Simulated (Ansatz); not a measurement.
`CC[Te]C` → `C[Te]C` + `[CH2]` (triplet) at 298.15 K and 1 bar (formal loss of a carbene).

Calculated with Ansatz (gas phase, PBE0-D4/def2-TZVP geometries, no zero-point term in ΔE). CCSD(T)/CBS adds triple-zeta CCSD(T) − MP2 to the extrapolated MP2 energy (def2 sets, frozen cores). This one scheme is used for every species. Triplets are unrestricted, without spin–orbit coupling. Elements past krypton have def2 core potentials. For Te outer-core shells are correlated without core-valence functions, which leaves a few kJ/mol of doubt a bond. One conformer a species, not always the lowest.

```csv
species,CCSD(T)/CBS energy (Eh),H − E (kJ/mol),S (J/(mol·K))
`CC[Te]C`,-386.69985,288.1,354.2
`C[Te]C`,-347.43957,208.9,314.3
`[CH2]` (triplet),-39.09499,55.4,195.3
```

H − E and S are ideal-gas, rigid-rotor, harmonic terms from PBE0-D4/def2-TZVP, for one conformer and one mirror image of each species, with the whole ground term of open shells counted as degenerate. 1 Eh = 2625.50 kJ/mol, R = 8.31446 J/(mol·K).

**Question.** By hand: ΔE, ΔH, ΔS and ΔG.

**Answer.** ΔE = (-347.43957) + (-39.09499) − (-386.69985) = 0.16529 Eh = 434.0 kJ/mol. Δ(H − E) = 208.9 + 55.4 − 288.1 = -23.8, so ΔH = 410.2 kJ/mol. ΔS = 314.3 + 195.3 − 354.2 = 155.4 J/(mol·K). ΔG = 410.2 − 298.15 × (155.4)/1000 = 363.9 kJ/mol.

**Question.** By hand: the equilibrium constant, and the temperature at which ΔG would vanish if ΔH and ΔS stayed fixed.

**Answer.** log₁₀ K = −ΔG/(RT ln 10) = -63.8. ΔG = 0 at ΔH/ΔS = 2640 K, far beyond where these terms or the molecules hold.

The number of gas molecules changes by +1, which sets the sign of ΔS. A doubt of 5 kJ/mol in ΔE shifts log₁₀ K by 0.9 here. Other conformers and mirror images would add mixing entropy, several J/(mol·K) or more a flexible species. Modes under 60 cm⁻¹, often nearly free rotors, make the harmonic entropy too high. A triplet takes part, so the spin changes. These are equilibria of isolated gas molecules and say nothing of rates. Largest T1 diagnostic: 0.011 (customary marks: 0.02 for closed shells, 0.045 for open ones).
